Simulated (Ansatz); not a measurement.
`[Cl][GeH2][I]` + H₂ → `[Cl][GeH3]` + HI at 298.15 K and 1 bar (hydrogenolysis of a Ge–I bond).

Program: Ansatz. Geometries: PBE0-D4/def2-TZVP. ΔE: electronic, gas phase. CBS: MP2 limit from def2 TZ/QZ plus the TZ coupled-cluster correction, frozen cores. This one scheme is used for every species. def2 core potentials past Kr. For Ge, I outer-core shells are correlated without core-valence functions, which leaves a few kJ/mol of doubt a bond. Scalar relativity is left out up to krypton.

```json
{"species": "`[Cl][GeH2][I]`", "CCSD(T)/CBS energy (Eh)": "-2834.60434", "H − E (kJ/mol)": "62.4", "S (J/(mol·K))": "326.7"}
{"species": "H₂", "CCSD(T)/CBS energy (Eh)": "-1.17544", "H − E (kJ/mol)": "35.1", "S (J/(mol·K))": "130.4"}
{"species": "`[Cl][GeH3]`", "CCSD(T)/CBS energy (Eh)": "-2537.71925", "H − E (kJ/mol)": "76.4", "S (J/(mol·K))": "263.9"}
{"species": "HI", "CCSD(T)/CBS energy (Eh)": "-298.03592", "H − E (kJ/mol)": "22.7", "S (J/(mol·K))": "206.5"}
```

H − E and S are ideal-gas, rigid-rotor, harmonic terms from PBE0-D4/def2-TZVP. The MP2-based limit puts H₂ 0.8 mEh under its directly extrapolated value; such offsets cancel only in part. 1 Eh = 2625.50 kJ/mol, R = 8.31446 J/(mol·K).

Question: By hand: ΔE, ΔH, ΔS and ΔG.

Answer: ΔE = (-2537.71925) + (-298.03592) − (-2834.60434) − (-1.17544) = 0.02461 Eh = 64.6 kJ/mol. Δ(H − E) = 76.4 + 22.7 − 62.4 − 35.1 = 1.6, so ΔH = 66.2 kJ/mol. ΔS = 263.9 + 206.5 − 326.7 − 130.4 = 13.3 J/(mol·K). ΔG = 66.2 − 298.15 × (13.3)/1000 = 62.2 kJ/mol.

Question: By hand: the equilibrium constant, and the temperature at which ΔG would vanish if ΔH and ΔS stayed fixed.

Answer: log₁₀ K = −ΔG/(RT ln 10) = -10.9. ΔG = 0 at ΔH/ΔS = 4977 K, far beyond where these terms or the molecules hold.

The number of gas molecules stays the same, so ΔS is small and ΔH decides. A doubt of 5 kJ/mol in ΔE shifts log₁₀ K by 0.9 here. These are equilibria of isolated gas molecules and say nothing of rates. Largest T1 diagnostic: 0.010 (customary marks: 0.02 for closed shells, 0.045 for open ones).
